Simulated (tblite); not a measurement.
Start geometry of `C=C(C)[P@@H+](C)C1=CC=CS1` from a force field or distance geometry (Å):
```
atom  x, y, z in Å
C1    -1.9761   -1.3190    0.4203
C2    -1.6010   -0.2435   -0.3029
C3    -2.0692   -0.0439   -1.6984
P4    -0.5197    1.0191    0.2735
C5    -0.5688    1.0115    2.0755
C6     1.0738    0.4692   -0.1407
C7     1.6317   -0.7375    0.2031
C8     2.9664   -0.8662   -0.2877
C9     3.3661    0.2426   -0.9920
S10    2.1333    1.4406   -1.0428
H11   -2.6582   -2.0642    0.0034
H12   -1.6477   -1.4869    1.4381
H13   -2.7623   -0.8323   -2.0209
H14   -1.2242   -0.0174   -2.3934
H15   -2.6150    0.9212   -1.7754
H16   -0.8217    2.2502   -0.3133
H17   -1.5787    1.2378    2.4223
H18    0.0962    1.7857    2.4548
H19   -0.2530    0.0624    2.5052
H20    1.1207   -1.4981    0.7878
H21    3.5861   -1.7335   -0.1411
H22    4.3110    0.4216   -1.4764
```

What comes out of this run: GFN2-xTB geometry optimisation, gas phase in tblite?

```
atom  x, y, z in Å
C1    -2.504   -1.040    0.579
C2    -1.739   -0.313   -0.226
C3    -1.752   -0.349   -1.721
P4    -0.521    0.841    0.442
C5    -0.592    1.009    2.240
C6     1.109    0.424   -0.123
C7     1.713   -0.811   -0.103
C8     3.017   -0.768   -0.622
C9     3.383    0.482   -1.025
S10    2.158    1.645   -0.786
H11   -3.227   -1.733    0.181
H12   -2.448   -0.978    1.653
H13   -2.539   -1.005   -2.081
H14   -0.796   -0.710   -2.103
H15   -1.916    0.650   -2.127
H16   -0.778    2.085   -0.100
H17   -1.583    1.344    2.547
H18    0.153    1.741    2.557
H19   -0.364    0.049    2.706
H20    1.237   -1.704    0.264
H21    3.660   -1.625   -0.699
H22    4.317    0.787   -1.455
```

The energy falls by 8.0 kcal/mol over 168 L-BFGS steps, the largest force on an atom goes from 2.24 to 0.010 eV/Å, and the atoms move by 0.476 Å rms after alignment. Among the bonds, C2–P4 and C6–S10 change most and about equally (+0.045 to +0.046 Å). Bonds longer at the end by more than 0.005 Å: 4 of 22; shorter: 10. Among the angles that change most is C5–P4–H16, from 114.7° to 107.4°. Among the dihedrals that turn most is C1–C2–P4–C6, from 89° to 121°. Rotational constants go from 1667, 659.1, 652.1 to 1725, 641.6, 589.0 MHz. The orientation of the end geometry is arbitrary; only internal coordinates are fixed.

Its lowest GFN2-xTB frequency is 2i cm⁻¹, too small to tell a flat minimum from a shallow saddle.

One conformer stands for the species.

The numbers are calculated, not measured.
